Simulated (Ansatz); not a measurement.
Consider the ligand exchange at the Si–O bond: `[AlH2][O][SiH2][SiH3]` + HBr → `[SiH3][SiH2]Br` + `[OH][AlH2]`.

Gas-phase electronic energies from Ansatz, PBE0-D4/def2-TZVP geometries. CCSD(T)/CBS is the MP2 limit (def2-TZVPP, def2-QZVPP) plus CCSD(T) − MP2 in def2-TZVPP, frozen cores. This one scheme is used for every species. Functionals use def2-TZVPP. HSE06 is defined as in plane-wave codes. For Br outer-core shells are correlated without core-valence functions, which leaves a few kJ/mol of doubt a bond. Scalar relativity is left out up to krypton. Each species was taken in one conformer, which may not be the lowest.

| level | ΔE (kJ/mol) |
| --- | --- |
| r2SCAN-D4 | 7.0 |
| HSE06 | 0.3 |
| HF/def2-SVP | 23.4 |
| HF/def2-TZVPP | 21.2 |

What does CCSD(T)/CBS give? (Estimate.)

Ansatz gave: +7.0 kJ/mol. The listed levels differ from it by 0.0, -6.7, 16.4, 14.2 kJ/mol.

Largest T1 diagnostic among the species: 0.013.

At CCSD(T), def2-SVP lies +9.0 kJ/mol from the extrapolated value and def2-TZVPP +6.0 kJ/mol. In def2-TZVPP, CCSD(T) changes the Hartree–Fock value by −8.2 kJ/mol (the triples alone add −2.0 kJ/mol) and MP2 by −13.4 kJ/mol.

CCSD(T)/CBS has its own doubt, a few kJ/mol and more with outer-core shells, so smaller differences from it don't rank the levels.
